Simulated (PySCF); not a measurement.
Zn(Et)(SH) (C₂H₆SZn), SMILES C[CH2][Zn][SH]. Atoms are numbered in the order given.

```xyz
10

Zn     0.0237    -0.0294     0.1913
C      0.9996    -1.5100    -0.6218
C      0.9014    -1.6017    -2.1425
H      0.6319    -2.4408    -0.1551
H      2.0549    -1.4222    -0.3086
H      1.2941    -0.7004    -2.6400
H     -0.1381    -1.7271    -2.4854
H      1.4727    -2.4585    -2.5399
S     -1.0904     1.6191     1.1113
H      0.0146     2.3951     1.1941
```

The structure is a stationary point at PBE0-D3(BJ)/def2-SVP. The isomer is the one that the SMILES or the coordinates give; other isomers of the formula were not compared. Other conformers were not sampled.

The numbers are results of PBE/def2-TZVP in PySCF, not measurements.

The molecule is in vacuum.

```yaml
total_energy: -2256.92747 hartree
highest_occupied_level: -5.88 eV
lowest_empty_level: -1.09 eV
orbital_gap: 4.79 eV
dipole_moment: 0.401 e·Å
quadrupole, principal values (traceless, Buckingham form, about the centre of nuclear charge): -7.26, 0.00, 7.26 D·Å
mean_static_polarisability: 74.0 bohr³ (10.96 Å³)
polarisability_principal_values: 57.0, 60.4, 104.5 bohr³
```
